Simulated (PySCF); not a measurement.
**SnH: energy against distance**

Set-up: PySCF, scalar-relativistic core potentials, basis sets Sn cc-pVTZ-PP with ECP28, H cc-pVTZ. Energies in eV from Sn + H in their ground configurations at the same level. State: ²Π (doublet), unpaired electrons π ↑.

All columns are PBE0. A positive dipole means Sn(−)H(+).

| R (Å) | E (eV) | μ (D) | Mulliken charge on Sn (basis-dependent) | HOMO (eV) | LUMO (eV) | Mayer bond order | ⟨S²⟩ |
| --- | --- | --- | --- | --- | --- | --- | --- |
| 1.534 | -2.119 | 0.29 | 0.05 | -4.92 | -3.06 | 0.97 | 0.75 |
| 1.606 | -2.374 | 0.07 | 0.08 | -4.92 | -3.07 | 0.97 | 0.75 |
| 1.677 | -2.520 | -0.16 | 0.10 | -4.94 | -3.08 | 0.96 | 0.75 |
| 1.730 | -2.573 | -0.34 | 0.11 | -4.95 | -3.09 | 0.96 | 0.75 |
| 1.784 | -2.589 | -0.51 | 0.13 | -4.96 | -3.10 | 0.96 | 0.75 |
| 1.837 | -2.574 | -0.69 | 0.14 | -4.98 | -3.12 | 0.96 | 0.75 |
| 1.909 | -2.516 | -0.92 | 0.15 | -5.01 | -3.15 | 0.96 | 0.75 |
| 1.998 | -2.398 | -1.21 | 0.16 | -5.04 | -3.18 | 0.95 | 0.75 |
| 2.105 | -2.212 | -1.55 | 0.18 | -5.09 | -3.23 | 0.95 | 0.75 |
| 2.248 | -1.920 | -1.99 | 0.19 | -5.17 | -3.30 | 0.95 | 0.76 |

A fit through these points gives, at Re = 1.782 Å, μ = -0.51 D and dμ/dR = -3.27 D/Å; the reduced mass is 0.9994 u.

Task: How strong is the fundamental in the double-harmonic approximation, I = 42.26·(dμ/dR)²/μred km/mol?

Result: I = 42.26·(-3.27)²/0.9994 = 452 km/mol at PBE0.

These are scalar-relativistic numbers at best; spin–orbit coupling would shift them, the dissociation energy most. The state is the lowest determinant that a PBE0 search found; another state may lie lower at other levels.
